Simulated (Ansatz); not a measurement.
Ideal-gas functions of CH$_{4}$Ga$_{2}$ (`[CH2]1[GaH][GaH]1`) at 500 K and 1 bar, from an Ansatz frequency run at PBE0-D4/def2-TZVP.

Molar mass 155.49 g/mol, point group C1 (symmetry number 1), electronic degeneracy 1, moments of inertia 39.813, 214.24, 250.826 u Å². Harmonic wavenumbers (cm⁻¹, unscaled): 151, 232, 303, 362, 449, 508, 527, 632, 710, 803, 1347, 1911, 1968, 2944, 3134.

Use S(trans) = R[1.5 ln M + 2.5 ln T − 1.1517]; rotational temperatures θ = 24.2544 K / I; S(rot) = R[ln(√π/σ · √(T³/θAθBθC)) + 1.5]; for each mode x = 1.438777 ν̃/T, S = R[x/(eˣ − 1) − ln(1 − e⁻ˣ)] and H = RT x/(eˣ − 1); 1 cm⁻¹ = 0.0119627 kJ/mol; R = 8.31446 J/(mol·K).

Task: By hand: the entropy, in J/(mol·K).

Result: Translation 182.5. Rotation: θ = 0.6092, 0.1132, 0.0967 K, giving 115.6. Vibration, mode by mode: 15.31, 11.83, 9.71, 8.34, 6.74, 5.86, 5.61, 4.40, 3.68, 2.98, 0.86, 0.22, 0.19, 0.02, 0.01, in all 75.8. Electronic 0.0. Sum 373.9 J/(mol·K).

Task: By hand: H − E and G − E in kJ/mol, counted from the electronic energy.

Result: Zero-point energy ½ × 15981 × 0.0119627 = 95.6; thermal vibration 21.2; translation, rotation and pV give 4 RT = 16.6. H − E = 133.4 kJ/mol, and G − E = 133.4 − 500 × 373.9/1000 = -53.5 kJ/mol.

Vibration gives 20 % of the entropy. The sum counts one conformer and one mirror image; others add a mixing term.
